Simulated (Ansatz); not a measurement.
NiCl, multiplicity 4 (not the ground state: that is measured with 2S+1 = 2), most abundant isotopes (57.9353 and 34.9689 u). Constants from fifth-degree fits in 1/R to seven points on the lowest solution found; no spin–orbit coupling, no relativity up to Kr; ω_e x_e and α_e move by some per cent with the fit.

Correlated levels freeze the inner cores; with def2 sets outer-core shells near the valence are correlated too.

Programs: Ansatz (Gaussian orbitals). Each number belongs to the level named beside it.

| level | r_e (Å) | ω_e (cm⁻¹) | ω_e x_e (cm⁻¹) | α_e (cm⁻¹) |
|---|---|---|---|---|
| PBE/def2-TZVPP | 2.1359 | 361.0 | 1.94 | 0.00115 |
| CCSD(T)/def2-TZVPP | 2.1508 | 400.7 | 1.35 | 0.000832 |

### Question
Derive the rotational constants, the centrifugal constant, the fundamental, the zero-point energy and the force constant.

### Answer

μ = 21.80668 u.
- PBE/def2-TZVPP: B_e = 16.8576/(μ r_e²) = 0.16946 cm⁻¹; B₀ = B_e − α_e/2 = 0.16888 cm⁻¹; D = 4B_e³/ω_e² = 1.49e-07 cm⁻¹; fundamental ω_e − 2ω_e x_e = 357 cm⁻¹; zero-point energy ω_e/2 − ω_e x_e/4 = 180 cm⁻¹; k = μ(2πcω_e)² = 167 N/m
- CCSD(T)/def2-TZVPP: B_e = 16.8576/(μ r_e²) = 0.16711 cm⁻¹; B₀ = B_e − α_e/2 = 0.16669 cm⁻¹; D = 4B_e³/ω_e² = 1.16e-07 cm⁻¹; fundamental ω_e − 2ω_e x_e = 398 cm⁻¹; zero-point energy ω_e/2 − ω_e x_e/4 = 200 cm⁻¹; k = μ(2πcω_e)² = 206 N/m

Ansatz is a program for electronic structure.
